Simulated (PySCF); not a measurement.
# Spin-state energies of [FeF5]2-

[FeF5]2-: Fe(III) (d5), charge -2. The structure is a PBE0-D3(BJ)/def2-TZVP, IEF-PCM water geometry optimised for multiplicity 6; coordination trigonal bipyramidal, point group D3h, metal–donor distances 1.88–1.92 Å.

```
6

Fe    0.000    0.000    0.000
F     0.000    0.000    1.916
F     0.000    0.000   -1.916
F     1.877    0.000    0.000
F    -0.939    1.626    0.000
F    -0.939   -1.626    0.000
```

Method (PySCF 2.14, density fitting): CASSCF(5,5) with orbitals averaged over all microstates of the shell, strongly contracted NEVPT2 on the averaged canonical orbitals; basis x2c-TZVPall on the metal, x2c-SVPall elsewhere; spin-free X2C; IEF-PCM water; spin-orbit coupling by state interaction with the mean-field operator over all roots.

The unrestricted Kohn–Sham energies use the same basis, Hamiltonian, solvent and geometry. All energies are vertical, in cm⁻¹ above the lowest state with 2S+1 = 6; a negative value means that the lower spin is more stable. A dash marks a spin without a sound unrestricted solution.

```csv
method,2S+1 = 4,2S+1 = 2
BP86,5498,–
TPSSh,7598,–
B3LYP,8771,–
PBE0,11083,–
```

Question: What do CASSCF and NEVPT2 in the d shell give?

Answer: 
```tsv
method	2S+1 = 4	2S+1 = 2
CASSCF	25371	39144
NEVPT2	18618	30678
```

Question: How does exact exchange act on the 2S+1 = 4 state?

Answer: From BP86 (0 % exact exchange) to PBE0 (25 %) it moves by +5585 cm⁻¹ against the high-spin state, so more exact exchange favours high spin, the usual trend.

The functionals differ in more than their exact exchange.

The active space of the d orbitals alone lacks metal–ligand bonding pairs, which usually tilts NEVPT2 towards high spin.
